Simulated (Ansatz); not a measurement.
PBE exchange is replaced step by step with exact exchange (0 % is PBE, 25 % PBE0; no dispersion term), basis def2-SVP, Ansatz. System: Cd4H14S4. Charge 0, multiplicity 1. Geometry: PBE-D4/def2-SVP.

Geometry of the singlet:

Cartesian coordinates in Å:
```
Cd 1.535 2.171 1.480
S -1.465 1.837 -1.171
Cd 1.488 -0.929 0.891
S -0.857 0.267 1.791
S 1.080 -1.446 -1.633
Cd -1.137 -0.544 -2.487
Cd -0.698 -2.398 2.453
S -2.334 -2.002 -0.188
H 1.130 2.297 -0.222
H 1.882 2.610 3.076
H -0.127 2.073 -0.661
H -1.255 2.570 -2.303
H 2.893 1.741 -1.888
H 2.737 0.218 1.307
H -0.557 0.582 3.083
H 3.404 1.511 -2.418
H 1.845 -0.410 -2.080
H -2.187 -0.670 -3.818
H -1.809 -3.117 3.502
H 0.942 -2.605 1.612
H -3.125 -1.040 0.362
H -3.384 -2.716 -0.688
```

In the def2 sets Cd takes a core potential; there is no spin–orbit coupling. In the singlet geometry the species has come apart into loosely held pieces. In the singlet, H13 and H16 lie 0.77 Å apart (atoms count from 1), so H2 has formed as a molecule.

```tsv
exact exchange (%)	HOMO (eV)	LUMO (eV)	gap (eV)
0	-6.04	-1.88	4.17
5	-6.26	-1.72	4.54
10	-6.48	-1.57	4.91
15	-6.71	-1.42	5.29
25	-7.16	-1.11	6.05
50	-8.30	-0.33	7.97
```

(1) Fit a straight line to the column «gap (eV)» against the share of exact exchange and predict its value at 35 %.

## Answers

(1) With x = exact exchange (%) and y = gap (eV): mean x = 17.5, mean y = 5.488; Σ(x − x̄)(y − ȳ) = 124.6, Σ(x − x̄)² = 1638; slope b = 0.07607, intercept a = ȳ − b·x̄ = 4.157. The residuals of the fitted rows reach 0.01. At x = 35 the line gives 4.157 + (0.07607 × 35) = 6.82; the run gave 6.82, the same within rounding.
